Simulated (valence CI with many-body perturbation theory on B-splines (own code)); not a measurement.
**E1 transitions of Mo9+**

Calculated by configuration interaction combined with many-body perturbation theory (CI+MBPT): five valence electrons over a frozen Dirac-Fock core [Ar] 3d10, radial functions for each j: 9 s, 9 p, 8 d, 6 f, 3 g, 1 h, with the one-electron correlation potential Σ1 (screened to all orders), the two-electron term Σ2, the three-electron term Σ3, Breit, model QED; selected single and double excitations, second order for the rest, scaled by the run's own slope (own B-spline code, finite nucleus).

No measured spectrum was set against this ion. As an estimate, levels hold to about 250 cm⁻¹ or 0.2 % of their energy and the worst to 1 %, as in measured heavy ions of charge 2 to 7; those with d or f electrons hold less well. Among the levels kept, up to 720 cm⁻¹ of a level comes from second order outside the variational space, and about a tenth of that is noise between levels of different J, which matters for small intervals.

Lines 51 to 100 of 178 in falling wavelength, among levels below 559900 cm⁻¹, chosen from the strongest by gf and those to the six lowest levels. Wavelengths and rates use the calculated energies, so an error of 700 cm⁻¹ moves a line at 415.1 Å by 0.29 % and its rate by three times that or more. Electric multipoles are in the length gauge, E1 and E2 with the static RPA response of the core. Weak lines are less certain than strong ones. Lines between different terms over intervals too small for the method are left out, as are lines whose strength nearly cancels. The highest levels of a list are the least certain.

Names give the largest LS component (configuration and term), which can be under half, so a name can repeat, a term be missing and a line seem to break the LS rules; names also repeat where a configuration has a term twice. Letters in brackets count levels of one name in rising energy.

| λ vac (Å) | Upper | Lower | A (s⁻¹) | log gf | Branch % |
| --- | --- | --- | --- | --- | --- |
| 415.1 | 4s 4p4 2D_3/2 | 4s2 4p3 2D°_5/2 | 1.26e+07 | -2.89 | 0.2 |
| 414.6 | 4p5 2P°_3/2 | 4s 4p4 2D_3/2 | 1.54e+09 | -0.80 | 15.0 |
| 409.9 | 4s 4p4 2S_1/2 | 4s2 4p3 2P°_3/2 | 3.00e+07 | -2.82 | 0.2 |
| 409.3 | 4s 4p4 4P_1/2 | 4s2 4p3 4S°_3/2 | 2.70e+09 | -0.87 | 94.4 |
| 406.7 | 4s 4p4 2D_5/2 | 4s2 4p3 2D°_5/2 | 3.68e+09 | -0.26 | 81.6 |
| 403.5 | 4s 4p4 2P_3/2 | 4s2 4p3 2P°_3/2 | 1.05e+09 | -0.99 | 6.2 |
| 400.7 | 4s 4p4 2D_3/2 | 4s2 4p3 2D°_3/2 | 5.19e+09 | -0.30 | 89.5 |
| 392.9 | 4s 4p4 2D_5/2 | 4s2 4p3 2D°_3/2 | 9.79e+04 | -4.87 | 0.0 |
| 385.8 | 4s 4p4 2S_1/2 | 4s2 4p3 2P°_1/2 | 5.38e+09 | -0.62 | 37.1 |
| 380.2 | 4s 4p4 2P_3/2 | 4s2 4p3 2P°_1/2 | 9.20e+08 | -1.10 | 5.4 |
| 378.1 | 4p5 2P°_1/2 | 4s 4p4 2D_3/2 | 4.06e+09 | -0.76 | 40.8 |
| 368.9 | 4s 4p4 2P_1/2 | 4s2 4p3 2P°_3/2 | 1.07e+10 | -0.36 | 78.8 |
| 361.5 | 4s 4p4 2D_3/2 | 4s2 4p3 4S°_3/2 | 2.44e+08 | -1.72 | 4.2 |
| 359.6 | 4p5 2P°_3/2 | 4s 4p4 4P_3/2 | 1.46e+08 | -1.95 | 1.4 |
| 355.2 | 4s 4p4 2D_5/2 | 4s2 4p3 4S°_3/2 | 2.12e+07 | -2.62 | 0.5 |
| 354.4 | 4s2 4p2 4d 4F_3/2 | 4s2 4p3 2P°_3/2 | 6.21e+06 | -3.33 | 0.4 |
| 353.5 | 4s 4p4 2P_3/2 | 4s2 4p3 2D°_5/2 | 1.32e+10 | -0.01 | 77.9 |
| 349.4 | 4s 4p4 2P_1/2 | 4s2 4p3 2P°_1/2 | 3.20e+05 | -4.93 | 0.0 |
| 347.6 | 4s 4p4 2S_1/2 | 4s2 4p3 2D°_3/2 | 8.42e+09 | -0.52 | 58.0 |
| 346.7 | 4s2 4p2 4d 4F_5/2 | 4s2 4p3 2P°_3/2 | 2.45e+07 | -2.58 | 1.7 |
| 343.0 | 4s 4p4 2P_3/2 | 4s2 4p3 2D°_3/2 | 1.26e+09 | -1.05 | 7.5 |
| 341.8 | 4s 4p3 4d 6D°_3/2 | 4s 4p4 4P_1/2 | 3.27e+07 | -2.64 | 10.2 |
| 341.3 | 4p5 2P°_3/2 | 4s 4p4 4P_5/2 | 4.10e+08 | -1.54 | 4.0 |
| 337.1 | 4s 4p3 4d 6D°_1/2 | 4s 4p4 4P_3/2 | 1.95e+08 | -2.18 | 67.2 |
| 336.6 | 4s 4p3 4d 6D°_3/2 | 4s 4p4 4P_3/2 | 5.24e+07 | -2.45 | 16.4 |
| 336.3 | 4s2 4p2 4d 4F_3/2 | 4s2 4p3 2P°_1/2 | 3.43e+07 | -2.63 | 2.0 |
| 334.9 | 4s2 4p2 4d 2F_5/2 [a] | 4s2 4p3 2P°_3/2 | 7.30e+05 | -4.13 | 0.1 |
| 331.9 | 4p5 2P°_1/2 | 4s 4p4 4P_3/2 | 1.03e+08 | -2.47 | 1.0 |
| 329.9 | 4s2 4p2 4d 4D_1/2 | 4s2 4p3 2P°_3/2 | 9.47e+08 | -1.51 | 26.7 |
| 328.3 | 4s2 4p2 4d 4D_3/2 | 4s2 4p3 2P°_3/2 | 1.54e+08 | -2.00 | 3.0 |
| 320.5 | 4s 4p3 4d 6D°_3/2 | 4s 4p4 4P_5/2 | 1.88e+08 | -1.94 | 58.9 |
| 320.0 | 4s2 4p2 4d 4D_5/2 | 4s2 4p3 2P°_3/2 | 2.71e+07 | -2.60 | 0.7 |
| 319.9 | 4s 4p3 4d 6D°_5/2 | 4s 4p4 4P_5/2 | 2.06e+08 | -1.72 | 80.9 |
| 319.0 | 4s 4p3 4d 6D°_7/2 | 4s 4p4 4P_5/2 | 7.30e+07 | -2.05 | 56.1 |
| 317.7 | 4s 4p4 2S_1/2 | 4s2 4p3 4S°_3/2 | 6.84e+08 | -1.68 | 4.7 |
| 317.7 | 4s 4p4 2P_1/2 | 4s2 4p3 2D°_3/2 | 2.87e+09 | -1.06 | 21.1 |
| 315.3 | 4s2 4p2 4d 4F_3/2 | 4s2 4p3 2D°_5/2 | 1.75e+08 | -1.98 | 10.1 |
| 314.1 | 4s2 4p2 4d 4D_1/2 | 4s2 4p3 2P°_1/2 | 2.30e+08 | -2.17 | 6.5 |
| 313.9 | 4s 4p4 2P_3/2 | 4s2 4p3 4S°_3/2 | 4.97e+08 | -1.53 | 2.9 |
| 312.7 | 4s2 4p2 4d 4D_3/2 | 4s2 4p3 2P°_1/2 | 1.14e+08 | -2.18 | 2.2 |
| 309.1 | 4s2 4p2 4d 4F_5/2 | 4s2 4p3 2D°_5/2 | 1.51e+08 | -1.89 | 10.7 |
| 306.9 | 4s2 4p2 4d 4F_3/2 | 4s2 4p3 2D°_3/2 | 8.96e+08 | -1.30 | 51.7 |
| 302.6 | 4s2 4p2 4d 2P_3/2 [a] | 4s2 4p3 2P°_3/2 | 1.66e+09 | -1.04 | 2.6 |
| 301.1 | 4s2 4p2 4d 4F_5/2 | 4s2 4p3 2D°_3/2 | 1.41e+08 | -1.94 | 10.0 |
| 299.9 | 4s2 4p2 4d 4F_7/2 | 4s2 4p3 2D°_5/2 | 1.36e+08 | -1.83 | 100.0 |
| 299.7 | 4s2 4p2 4d 2F_5/2 [a] | 4s2 4p3 2D°_5/2 | 2.23e+07 | -2.74 | 3.1 |
| 294.4 | 4s2 4p2 4d 4D_3/2 | 4s2 4p3 2D°_5/2 | 2.75e+09 | -0.85 | 53.7 |
| 294.2 | 4s2 4p2 4d 2F_7/2 [a] | 4s2 4p3 2D°_5/2 | 1.38e+08 | -1.84 | 100.0 |
| 292.6 | 4s 4p4 2P_1/2 | 4s2 4p3 4S°_3/2 | 1.38e+07 | -3.45 | 0.1 |
| 292.1 | 4s2 4p2 4d 2F_5/2 [a] | 4s2 4p3 2D°_3/2 | 3.31e+06 | -3.59 | 0.5 |
